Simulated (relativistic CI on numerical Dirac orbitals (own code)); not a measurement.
# Rh⁵⁺ (4d4) in a crystal field

Calculated by Dirac-Coulomb-Breit CI, KLI orbitals optimised for each configuration, a model potential for QED, one configuration in a parametric crystal field, unscaled Slater integrals (own radial code). With so little scaling, terms lie 10 to 35 % too far apart, which can change the order of excited levels.

Field parameters in Wybourne normalisation: Oh B⁴₀ = 21Dq, B⁴₄ = √(5/14) B⁴₀. The field is a parameter set, without covalency.

S is read from ⟨S²⟩ = S(S + 1).

Site symmetry Oh; labels are those of the double group. Computed levels in cm⁻¹ above the lowest, in rising order:

```
Δ (size of 10Dq)  Lowest    No. 2   No. 3    No. 4     No. 5     No. 6     No. 7     No. 8
            8500      A1   342 T1   653 E   829 T2   1018 A2   8627 T2   8726 T1   8854 A1
           15350      A1   363 T1   670 E   842 T2   1022 A2   9473 A1  10420 T1  11169 T2
           22150      A1   742 T1  1361 E  1642 T2   1968 A2   5151 A1   5640 T1   6101 T2
           28950      A1  1259 T1  2805 E  3067 T2   6022 A2   6385 T2    6695 E   6773 T1
           35800      A1  1221 T1  2800 E  2854 T2  12111 A2  12204 T2   12303 E  12385 T1
           42600      A1  1174 T1  2742 E  2752 T2  14814 T2   16218 E  18553 A2  18605 T2
```

Ground-state S against |10Dq| in cm⁻¹: 8500: 1.97, 15350: 1.94, 22150: 1.71, 28950: 1.18, 35800: 1.04, 42600: 1.02.

The spin changes between |10Dq| = 22150 and 28950 cm⁻¹.
